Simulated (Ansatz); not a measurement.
An input meant for GeSe2⁻ (charge -1, doublet; atoms displaced at random, 0.03 Å in each coordinate).

```yaml
crystal:
  periodic: [false, false, false]
  atoms:
    - {symbol: Ge, position_ang: [-0.099204, 0.026272, -0.367737]}
    - {symbol: Se, position_ang: [-1.020991, -0.626914, 0.376582]}
    - {symbol: Se, position_ang: [1.284644, 0.578588, -0.007624]}
basis:
  gaussian: {orbitals: aug-pcseg-2}
total_charge: -1
magnetization: {spin_polarized: true, initial_magnetization: 1}
hamiltonian: {xc: {name: r2SCAN0}}
scf: {lower_state_search: full}
output: {forces: true}
```

```sh
$ ansatz run in.yaml --threads 4 --pin off --events-out ev --progress --plain --max-ram 3916MiB
```

Output, abridged:

```
Functional definition: r2SCAN0
1168 factors; integrals over basis functions are off by at most 6.9e-4 eV
mean field evaluation 1: about -187178.5355 eV, gradient 1.3e1 eV
mean field evaluation 2: about -187178.5576 eV, gradient 1.3e1 eV
mean field evaluation 4: about -187178.9796 eV, gradient 2.3e0 eV
mean field evaluation 8: about -187179.0021 eV, gradient 3.6e-2 eV
mean field evaluation 16: about -187179.0022 eV, gradient 7.7e-4 eV
mean field evaluation 32: about -187179.0020 eV, gradient 7.4e-2 eV
mean field evaluation 64: about -187179.0020 eV, gradient 1.4e-1 eV
mean field evaluation 96: about -187179.0022 eV, gradient 4.9e-3 eV
mean field evaluation 128: about -187179.0022 eV, gradient 1.0e-4 eV
mean field -187179.00217726 eV, -6878.7014555297 hartree, gradient 2.9e-5 eV, S^2 0.754070; 9 other end points of the search recorded, 0 dependent functions left out
reference -187179.00222026 eV, -6878.7014571099 hartree; 51, 50 occupied and 126, 127 virtual orbitals, 1168 factors
Total energy: -187179.00222026 eV, -6878.7014571099 hartree
Atom 0 at    -0.099204     0.026272    -0.367737 Å, force    30.421200    37.819639   -80.668852 eV/Å
Atom 1 at    -1.020991    -0.626914     0.376582 Å, force   -89.709402   -62.316621    68.118067 eV/Å
Atom 2 at     1.284644     0.578588    -0.007624 Å, force    59.288202    24.496982    12.550785 eV/Å
Dipole moment:    -0.041834    -0.076588     0.195730 e Å
```

Problem. Something in this input is off. What?

Solution. The geometry is squeezed to about two thirds of its size. The run converged. The result belongs to that input, not to the species as meant.
